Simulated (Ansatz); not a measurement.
Relaxation of ClF2H4W (8 atoms, charge 0, multiplicity 2), to a largest force component of 0.03 eV/Å in at most 50 steps.

All numbers below come from UKS PBE0-D4/def2-SVP in Ansatz 0.2.0.

```xyz
8
Properties=species:S:1:pos:R:3:forces:R:3
W 0.120 -0.129 0.310 -0.27 0.38 2.17
F 1.019 -0.621 1.880 0.32 -0.35 -1.66
H 1.575 -0.984 -0.479 -0.60 -0.32 0.04
H -0.867 1.415 0.634 0.16 0.41 -0.28
H -1.429 0.820 0.673 -0.47 -0.09 -0.06
H 0.920 -1.637 -0.437 0.34 0.62 0.03
F -0.308 0.306 -1.485 0.43 -0.42 1.15
Cl -1.030 0.829 3.053 0.09 -0.24 -1.38
```

Task: Where does it end, and by what steps?

Result: The run converged. After 27 steps the energy has fallen by 3.126 eV; Cl8 moved furthest, 2.17 Å. Parted: W1–H4 (1.86 → 2.76 Å), W1–H5 (1.85 → 2.69 Å).

```json
{"step": "0", "energy less start (eV)": "0.0000", "largest force component (eV/Å)": "2.171", "accepted": "yes"}
{"step": "1", "energy less start (eV)": "-0.8687", "largest force component (eV/Å)": "1.434", "accepted": "yes"}
{"step": "2", "energy less start (eV)": "-1.3910", "largest force component (eV/Å)": "0.575", "accepted": "yes"}
{"step": "3", "energy less start (eV)": "-1.6176", "largest force component (eV/Å)": "0.531", "accepted": "yes"}
{"step": "4", "energy less start (eV)": "-1.7109", "largest force component (eV/Å)": "0.351", "accepted": "yes"}
{"step": "5", "energy less start (eV)": "-1.7707", "largest force component (eV/Å)": "0.643", "accepted": "yes"}
{"step": "6", "energy less start (eV)": "-1.8227", "largest force component (eV/Å)": "0.476", "accepted": "yes"}
{"step": "7", "energy less start (eV)": "-1.8521", "largest force component (eV/Å)": "0.258", "accepted": "yes"}
{"step": "8", "energy less start (eV)": "-1.8575", "largest force component (eV/Å)": "0.209", "accepted": "yes"}
{"step": "9", "energy less start (eV)": "-1.8770", "largest force component (eV/Å)": "0.207", "accepted": "yes"}
{"step": "10", "energy less start (eV)": "-1.9725", "largest force component (eV/Å)": "0.828", "accepted": "yes"}
{"step": "11", "energy less start (eV)": "-2.2351", "largest force component (eV/Å)": "1.109", "accepted": "yes"}
{"step": "12", "energy less start (eV)": "-2.5252", "largest force component (eV/Å)": "0.684", "accepted": "yes"}
{"step": "13", "energy less start (eV)": "-2.7171", "largest force component (eV/Å)": "0.407", "accepted": "yes"}
{"step": "14", "energy less start (eV)": "-2.7620", "largest force component (eV/Å)": "0.615", "accepted": "yes"}
{"step": "15", "energy less start (eV)": "-2.8072", "largest force component (eV/Å)": "0.294", "accepted": "yes"}
{"step": "16", "energy less start (eV)": "-2.8674", "largest force component (eV/Å)": "0.608", "accepted": "yes"}
{"step": "17", "energy less start (eV)": "-2.9592", "largest force component (eV/Å)": "1.106", "accepted": "yes"}
{"step": "18", "energy less start (eV)": "-3.0479", "largest force component (eV/Å)": "0.937", "accepted": "yes"}
{"step": "19", "energy less start (eV)": "-3.0878", "largest force component (eV/Å)": "0.552", "accepted": "yes"}
{"step": "20", "energy less start (eV)": "-3.1113", "largest force component (eV/Å)": "0.322", "accepted": "yes"}
{"step": "21", "energy less start (eV)": "-3.1149", "largest force component (eV/Å)": "0.309", "accepted": "yes"}
{"step": "22", "energy less start (eV)": "-3.1191", "largest force component (eV/Å)": "0.145", "accepted": "yes"}
{"step": "23", "energy less start (eV)": "-3.1217", "largest force component (eV/Å)": "0.132", "accepted": "yes"}
{"step": "24", "energy less start (eV)": "-3.1220", "largest force component (eV/Å)": "0.138", "accepted": "yes"}
{"step": "25", "energy less start (eV)": "-3.1177", "largest force component (eV/Å)": "0.397", "accepted": "no"}
{"step": "26", "energy less start (eV)": "-3.1254", "largest force component (eV/Å)": "0.040", "accepted": "yes"}
{"step": "27", "energy less start (eV)": "-3.1258", "largest force component (eV/Å)": "0.024", "accepted": "yes"}
```

```xyz
8
Properties=species:S:1:pos:R:3
W 0.242 -0.395 0.399
F 1.613 0.626 1.137
H 1.395 -1.304 -0.395
H -0.664 2.197 0.668
H -1.172 1.793 1.071
H 0.422 -2.026 0.650
F -0.418 0.070 -1.279
Cl -1.418 -0.962 1.899
```

Whether the end is a true minimum wasn't checked by a vibrational analysis.

Time of the run: 79 s on 4 threads of Arm Neoverse V2, with other jobs on the host, peak memory 0.3 GiB.
